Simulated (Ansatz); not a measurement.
Ansatz results at the PBE0-D4/def2-TZVP geometry: LUMO energy (B3LYP/def2-TZVPP) -0.30 eV; HOMO energy (PBE0/def2-TZVPP) -7.14 eV; size of the dipole moment (ωB97M-V/def2-TZVPP) 1.53 D.

Each molecule was computed in one conformer, which needn't be the lowest.

Problem. Which molecule gave them?
A. `O[SiH]1[SiH2]CS1`
B. `C1=NC1`
C. `B1S[SiH2][Se]1`
D. `NC([SiH3])[AsH2]`

Solution. D. The others give `C1=NC1`: -0.83, -7.98, 2.17; `O[SiH]1[SiH2]CS1`: -0.88, -6.96, 1.79; `B1S[SiH2][Se]1`: -1.42, -7.36, 1.03.

B3LYP here is the variant with VWN-RPA as its local correlation; programs differ in this.
